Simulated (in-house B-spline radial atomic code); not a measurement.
Successive ionisation energies of rhodium; each step leads to the configuration of the next row (after the last: [Ar] 3d3/2(4) 3d5/2(5)). Dirac energy differences include first-order Breit, QED and recoil terms. NIST's values go from ground level to ground level; the uncertainty of those that are theory runs from under 0.1 % in few-electron ions to several per cent in heavy many-electron ones. Computed with an all-electron radial atomic-structure program (B-spline basis): Dirac-Hartree-Fock, jj configuration that fills j = l - 1/2 first, finite nuclei.

A number in brackets counts the electrons of a j subshell.

```
  ion                    configuration  ionisation energy (eV)  tabulated value (eV)  computed minus tabulated (eV)  highest orbital  largest mean radius (bohr)
   Rh       [Kr] 4d3/2(4) 4d5/2(4) 5s1                     6.1                7.4589                           -1.4            5s1/2                      3.6095
  Rh+           [Kr] 4d3/2(4) 4d5/2(4)                    17.1                 18.08                           -1.0            4d5/2                      1.5349
 Rh2+           [Kr] 4d3/2(4) 4d5/2(3)                    30.3                 31.06                           -0.7            4d5/2                       1.442
 Rh3+           [Kr] 4d3/2(4) 4d5/2(2)                    44.8                    42                            2.8            4d5/2                      1.3707
 Rh4+           [Kr] 4d3/2(4) 4d5/2(1)                    60.5                    63                           -2.5            4d5/2                      1.3125
 Rh5+                    [Kr] 4d3/2(4)                    78.6                    80                           -1.4            4d3/2                       1.251
 Rh6+                    [Kr] 4d3/2(3)                    96.3                    97                           -0.7            4d3/2                      1.2087
 Rh7+                    [Kr] 4d3/2(2)                   114.8                 115.1                           -0.3            4d3/2                      1.1715
 Rh8+                    [Kr] 4d3/2(1)                   134.2                   135                           -0.8            4d3/2                      1.1378
 Rh9+                [Ar] 3d10 4s2 4p6                   206.4                207.51                           -1.1            4p3/2                     0.99202
Rh10+  [Ar] 3d10 4s2 4p1/2(2) 4p3/2(3)                   229.2                   228                            1.2            4p3/2                     0.97514
Rh11+  [Ar] 3d10 4s2 4p1/2(2) 4p3/2(2)                   252.6                 252.1                            0.5            4p3/2                      0.9596
Rh12+  [Ar] 3d10 4s2 4p1/2(2) 4p3/2(1)                   276.5                   277                           -0.5            4p3/2                     0.94479
Rh13+           [Ar] 3d10 4s2 4p1/2(2)                   304.7                   306                           -1.3            4p1/2                     0.91542
Rh14+           [Ar] 3d10 4s2 4p1/2(1)                   331.1                331.58                           -0.5            4p1/2                     0.90106
Rh15+                    [Ar] 3d10 4s2                   386.6                 389.3                           -2.7            4s1/2                     0.86422
Rh16+                    [Ar] 3d10 4s1                   414.7                415.97                           -1.3            4s1/2                     0.85307
Rh17+                        [Ar] 3d10                   738.4                   739                           -0.6            3d5/2                     0.38612
```

(1) Where is the largest jump?

(2) How far is this level of theory from the measured and semi-empirical values?

Answers

(1) From Rh to Rh+, by a factor of 2.82 (6.0684 to 17.117 eV); the highest orbital goes from 5s1/2 to 4d5/2.

(2) Over those 6 rows the differences run from -1.39 to -0.467 eV (mean absolute value 0.99 eV). The calculation leaves out correlation and, in open shells, the multiplet splittings that an average leaves out.
